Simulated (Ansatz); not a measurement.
Species: GeSe, charge 0, multiplicity 1. 
Structure (B3LYP-D3(BJ)/def2-TZVP (Ansatz, a first-principles code) minimum search):
```xyz
2

Ge     0.0000     0.0000    -1.1111
Se     0.0000     0.0000     1.0458
```
Charge 0, spin multiplicity 1.

Property: atomisation energy (electronic, to ground-state atoms), in eV. Valence correlation only, unless marked. Open shells are spin-unrestricted. Spin-orbit coupling is left out. The frozen core is the preceding noble-gas configuration, with the filled d and f shells of earlier blocks. Non-relativistic. The coupled-cluster limit lacks core correlation, which all-electron functionals hold. Basis-set limits of correlation are two-point, X^-3; Hartree-Fock from the larger set (for Q and 5 zeta extrapolated as (X+1)exp(-9√X)).

| level | program | atomisation energy (eV) |
|---|---|---|
| HF/6-31G | Ansatz | 1.96 |

Task: What does CCSD(T)/CBS(cc-pVQZ,cc-pV5Z) (Ansatz) give?

Result: 5.19 eV
